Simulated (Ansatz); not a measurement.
HfCl4⁺. The state is a doublet with charge 1. Geometry PBE-D4/def2-SVP, that of the neutral singlet; atoms count from 1.

Cartesian coordinates in Å:
```
Hf 0.000 0.000 0.000
Cl -0.120 -1.944 1.292
Cl -2.158 0.805 -0.400
Cl 1.042 -0.481 -2.036
Cl 1.236 1.620 1.144
```

In the def2 sets Hf takes a core potential; there is no spin–orbit coupling.

**Question.** Estimate the Mulliken populations from the PBE0/def2-TZVP orbitals of Ansatz.

**Answer.** 
```
atom  charge (e)  spin (α − β)  d electrons
 Hf1        1.23         -0.14         1.86
 Cl2       -0.06          0.29            –
 Cl3       -0.06          0.29            –
 Cl4       -0.06          0.29            –
 Cl5       -0.06          0.29            –
```
Mulliken values depend strongly on the basis.

**Question.** Where does the spin sit?

**Answer.** Summed by element: Hf -0.14, Cl 1.14, of 1 unpaired in all. Largest on single atoms: Cl2 0.29, Cl5 0.29, Cl3 0.29.

**Question.** And the Mayer bond orders between heavy atoms (over 0.3)?

**Answer.** Hf1–Cl2 1.14 (2.34 Å); Hf1–Cl3 1.14 (2.34 Å); Hf1–Cl4 1.14 (2.34 Å); Hf1–Cl5 1.14 (2.34 Å).
